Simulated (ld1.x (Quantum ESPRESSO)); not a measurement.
## What one change does to a pseudopotential (In (Z = 49), TM)

ld1.x (Quantum ESPRESSO) 7.5 input, shortened:

```
&input
   title='In', zed=49., rel=1, dft='PBE', iswitch=3,
   config='[Kr] 4d10 5s2 5p1'
 /
 &inputp
   pseudotype=2, tm=.true., lloc=0,
   nlcc=.true.
 /
3
5P  2  1   1.00   0.00  2.50  2.50  0.0
4D  3  2  10.00   0.00  1.70  1.70  0.0
5S  1  0   2.00   0.00  2.25  2.25  0.0
 &test
   configts(1)='4d10 5s2 5p1'
 /
```

Change: wave 5p (bound): rc 2.50 bohr becomes 5p (bound): rc 1.94 bohr.

Cutoffs: the cutoffs (Ry, on a coarse ladder) from which the occupation-weighted sum of valence levels, in a spherical-Bessel basis at the reference potential, stays within 10 and 1 mRy of its value at 400 Ry; they do not see the model core or the augmentation charge, which bear on the density cutoff. Errors are all-electron minus pseudo energies relative to the spin-unpolarised reference configuration.

Task: How do hardness, ghosts and transferability respond?

Result: The potential gets neither clearly harder nor softer (70 Ry and 120 Ry → 70 Ry and 120 Ry); the d channel sets the loose cutoff, while the largest relative change is in p, which becomes harder; of the 7 tests that both files solve, the error grows in 0 and shrinks in 2 by more than 15 % and 0.3 meV (median size 3.8 → 3.6 meV); neither file shows a bound ghost.

| quantity | base | changed |
| --- | --- | --- |
| cutoff, loose | 70 Ry | 70 Ry |
| cutoff, tight | 120 Ry | 120 Ry |
| loose cutoff by channel (10 mRy a level) | p 6 Ry, d 60 Ry, s 8 Ry | p 21 Ry, d 60 Ry, s 8 Ry |
| bound ghosts | none | none |
| error for 4d10 5s2 5p0, meV [ΔE 5.36 eV] | -2.4 | -1.5 |
| error for 4d10 5s1 5p0, meV [ΔE 24.60 eV] | -16 | -15 |
| error for 4d10 5s0 5p0, meV [ΔE 52.92 eV] | -66 | -66 |
| error for 4d10 5s1 5p2, meV [ΔE 5.84 eV] | -3.1 | -2.6 |
| error for 4d10 5s1 5p1, meV [ΔE 11.96 eV] | -3.8 | -3.6 |
| error for 4d9 5s0 5p0, meV [ΔE 109.31 eV] | -292 | -316 |
| error for 4d10 5s2 5p1.3, meV [ΔE -0.53 eV] | 0.0 | 0.0 |
